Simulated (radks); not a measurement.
Results of a calculation; reference values are marked as such.
Neutral cerium inside a hard spherical wall (all orbitals vanish at R), configuration held at [Xe] 4f1 5d1 6s2 and not refilled when levels cross. Level of theory: scalar-relativistic Kohn-Sham, PBEsol, spin-polarised, spherical densities, point nucleus; open shells are filled with parallel spins first (spin-orbit coupling, left out, can overturn this in heavy ions) (a radial shooting solver on a logarithmic mesh with Libxc functionals). Eigenvalues in eV for spin up, with the zero of energy where the potential of the charges vanishes at infinity; a dash marks a level that is unbound or too diffuse for the functional's potential to be trusted. A positive occupied level is held by the wall or, in an anion where self-interaction has pushed it up, behind a barrier. The pressure on the wall is -dE/dV.

| R (bohr) | E (hartree) | kinetic (hartree) | e(5p) | e(4f) | e(6s) | e(5d) | e(6p, empty) | e(7s, empty) | pressure (GPa) |
|---|---|---|---|---|---|---|---|---|---|
| free | -8857.1111 | 9387.457 | -23.542 | -5.752 | -3.933 | -3.346 | -1.413 | - | 0 |
| 20 | -8857.1111 | 9387.457 | -23.542 | -5.752 | -3.933 | -3.346 | -1.413 | 0.041 | < 0.0001 |
| 12 | -8857.1106 | 9387.462 | -23.502 | -5.712 | -3.902 | -3.311 | -1.322 | 1.247 | 0.00789 |
| 10 | -8857.1077 | 9387.486 | -23.350 | -5.556 | -3.780 | -3.179 | -1.067 | 2.776 | 0.0775 |
| 7 | -8857.0524 | 9387.787 | -22.061 | -4.203 | -2.447 | -2.033 | 1.153 | 11.034 | 2.63 |
| 6 | -8856.9596 | 9388.189 | -20.860 | -2.892 | -0.730 | -0.849 | 3.759 | 18.911 | 9.49 |
| 5 | -8856.7009 | 9389.205 | -18.761 | -0.477 | 3.349 | 1.526 | 9.584 | 34.557 | 40.0 |
| 4 | -8855.8511 | 9392.458 | -14.370 | 4.830 | 14.678 | 7.232 | 24.474 | 69.772 | 226 |
| 3.5 | -8854.7012 | 9396.778 | -9.796 | 10.263 | 27.951 | 13.479 | 40.738 | 104.91 | 632 |
| 1.5 | -8761.9954 | 9669.604 | 217.40 | 153.56 | 588.19 | 284.32 | 633.12 | 1161.0 | 258000 |
